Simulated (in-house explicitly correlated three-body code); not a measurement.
Results of a calculation; reference values are marked as such.
Taking the two-electron ground state apart, Z = 2.08

A variational code in 260 exponentially correlated functions gives, for two electrons around a point charge Z = 2.08 (non-relativistic, fixed nucleus, atomic units): E = -3.1802516, <1/r> = 1.768274 per electron, <1/r12> = 0.995515. From its density, U = 2.149551 (Hartree energy) and T_s = 3.14325 (kinetic energy of the doubly filled orbital √(n/2)). Further, <r²> = 1.08027 per electron, <r12²> = 2.27425 and <p1·p2> = 0.169352.

(1) Check the virial theorem, and compare with the screened hydrogenic estimate.

(2) Find the exchange and correlation energies of density-functional theory.

(3) What do the second moments say about angular correlation and diamagnetism?

(4) How does a model nuclear mass of 4.2 u change the ionisation energy, to first order in m/M (1 hartree = 27.211386 eV)?

## Answers

(1) V = −2Z<1/r> + <1/r12> = -7.356020 + 0.995515 = -6.360505, and 2E = -6.360503, so T = −E = 3.180252. A product of 1s orbitals with exponent Z − 5/16 = 1.7675 gives −1.7675² = -3.12406, which is 56.2 millihartree too high.

(2) For two electrons in one orbital E_x = −U/2 = -1.074776. The potential part of correlation is U_c = <1/r12> − U − E_x = -0.079261, the kinetic part T_c = T − T_s = 0.037002, and E_c = T_c + U_c = -0.042259 hartree. Restricted Hartree-Fock gives -3.138047, so the correlation energy of wave-function theory is -0.042205.

(3) From r12² = r1² + r2² − 2 r1·r2, <r1·r2> = <r²> − <r12²>/2 = -0.05685 bohr². It vanishes for a product of s orbitals, and its negative sign shows that the electrons favour opposite sides of the nucleus. The Langevin susceptibility is −0.79199e-6 × 2<r²> = -1.711e-6 cm³/mol.

(4) m/M = 1/(4.2 × 1822.8885) = 1.30614e-04. With a fixed nucleus the second electron is bound by −Z²/2 − E = 1.017052 hartree = 27.6754 eV. The reduced mass scales this by 1 − m/M, a change of -3.615 meV. The mass-polarisation term raises the two-electron state by (m/M)<p1·p2> = 22.12 microhartree, a further -0.602 meV. The sum is 27.6712 eV, before relativistic and QED terms.
